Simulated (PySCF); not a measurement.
Species: CH6AlAsS.
Bonds: C1–S2, S2–Al3, Al3–As4. Hydrogens: H5, H6, H7 on C1; H8 on Al3; H9, H10 on As4.

The calculation used PySCF 2.14.0, PBE0-D3(BJ)/def2-SVP geometry optimisation, gas phase.

How far are the bound atoms from Al3?

3 atoms: H8 1.590 Å, S2 2.179 Å, As4 2.426 Å. The nearest atom not counted as bound is H9, at 2.87 Å.

List the angles at Al3.

```json
{"angle": "As4–Al3–H8", "degrees": "124.3", "distance of the outer atoms (Å)": "3.57"}
{"angle": "S2–Al3–As4", "degrees": "117.8", "distance of the outer atoms (Å)": "3.95"}
{"angle": "S2–Al3–H8", "degrees": "117.7", "distance of the outer atoms (Å)": "3.24"}
```

What is the shape at Al3?

Planar: angles 124.3°, 117.8° and 117.7°, sum 359.9°, 0.04 Å off the plane of its three neighbours.

What are the other bond lengths?

C1–S2 1.828 Å; C1–H5, C1–H6, C1–H7 1.098 Å; As4–H9, As4–H10 1.526 Å.

Give some angles away from the centre.

C1–S2–Al3 103.0°.

What are the rotational constants (commonest isotopes, rigid rotor)?

A = 10842, B = 839.0, C = 788.4 MHz: a near-prolate asymmetric top.

Charge 0, singlet. Whether it is a minimum is left open (no frequencies).

Shape of the structure used: `[CH3:1][S:2][AlH:3][AsH2:4]`: C1–S2–Al3–As4 -174°, H–As4–Al3–S2 -134°, H–As4–Al3–S2 -41°.

One conformer stands for the species.
